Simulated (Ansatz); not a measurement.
Isolated molecules relaxed with PBE0-D4/def2-TZVP in Ansatz; ΔE leaves out vibrations. CCSD(T)/CBS is the MP2 limit (def2-TZVPP, def2-QZVPP) plus CCSD(T) − MP2 in def2-TZVPP, frozen cores. This one scheme is used for every species. Functionals use def2-TZVPP. Each species was taken in one conformer, which may not be the lowest.

Reaction (formal hydrolysis of the Si–N bond): `N[SiH2]OBF` + H₂O → `O[SiH2]OBF` + NH₃

```json
{"level": "PBE-D4", "ΔE (kJ/mol)": "-38.7"}
{"level": "B2PLYP", "ΔE (kJ/mol)": "-44.6"}
```

Problem. What does CCSD(T)/CBS give? (Best estimate.)

Solution. Computed: -40.0 kJ/mol. The listed levels differ from it by 1.3, -4.6 kJ/mol.

Largest T1 diagnostic among the species: 0.013.

In def2-TZVPP, CCSD(T) changes the Hartree–Fock value by +6.7 kJ/mol (the triples alone add +0.7 kJ/mol) and MP2 by +7.1 kJ/mol.
